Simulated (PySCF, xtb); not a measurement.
C3H6OSi, SMILES C#C[SiH2]CO.

GFN2-xTB (xtb) at its own geometry gives an orbital gap of 5.02 eV and a dipole moment of 1.47 D.

The structure is a stationary point at TPSSh-D3(BJ)/def2-SVP. The structure was generated by enumeration, and PubChem lists no compound with its InChIKey, so it may never have been made. Other conformers were not sampled.

Problem. What does PBE/def2-TZVP run with PySCF give? (The exact figures need the calculation; the answer reports its results.)

Solution. gap 5.39 eV (levels -6.45 and -1.06 eV), dipole 1.82 D.
